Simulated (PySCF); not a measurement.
# Correlation energy of Ru²⁺ (ruthenium, charge +2)

[Kr] 4d6, high-spin 5D determinant. Calculation: PySCF 2.14, in x2c-TZVPPall; the spin-free X2C one-electron Hamiltonian (Gaussian nucleus). Frozen: [Kr]; 6 electrons correlated.

| level | correlation energy (mhartree) |
| --- | --- |
| CCSD | -110.86 |
| (T) | -2.12 |
| CCSD(T) | -112.98 |

Diagnostics: T1 = 0.0013, D1 = 0.0025, largest double amplitude 0.031.

Cost of the coupled-cluster step: about 9 core-seconds, for 6 correlated electrons.
